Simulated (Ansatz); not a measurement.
Ge2Se (the lowest singlet isomer of a short search) was relaxed with r2SCAN-D4 (def2-TZVP) in Ansatz in these states: neutral quintet, neutral singlet, neutral triplet. The geometries follow in no particular order.

A:

```xyz
3

Ge   -0.549    1.093   -0.796
Ge    0.763    0.248    1.219
Se   -0.215   -1.341   -0.423
```

B:

```csv
atom,x (Å),y (Å),z (Å)
Ge1,0.498,0.821,-1.028
Ge2,0.237,-1.386,-0.013
Se3,-0.735,0.566,1.041
```

C:

```tsv
atom	x (Å)	y (Å)	z (Å)
Ge1	1.202	-0.723	0.303
Ge2	-0.125	1.430	0.011
Se3	-1.076	-0.706	-0.315
```

Question: Judge from the bond lengths which geometry belongs to which state (an estimate).

Answer: A is the neutral quintet (Ge2–Se3 2.486 Å, Ge1–Se3 2.486 Å, Ge1–Ge2 2.549 Å); B is the neutral triplet (Ge2–Se3 2.422 Å, Ge1–Se3 2.422 Å, Ge1–Ge2 2.443 Å); C is the neutral singlet (Ge2–Se3 2.361 Å, Ge1–Se3 2.361 Å, Ge1–Ge2 2.546 Å).

At PBE0-D4/def2-TZVP a singlet lies 3.50 eV below the neutral quintet. At PBE0-D4/def2-TZVP a singlet lies 0.77 eV below the neutral triplet. These are the stationary points nearest to one start from a short search; other shapes may lie lower in each state.
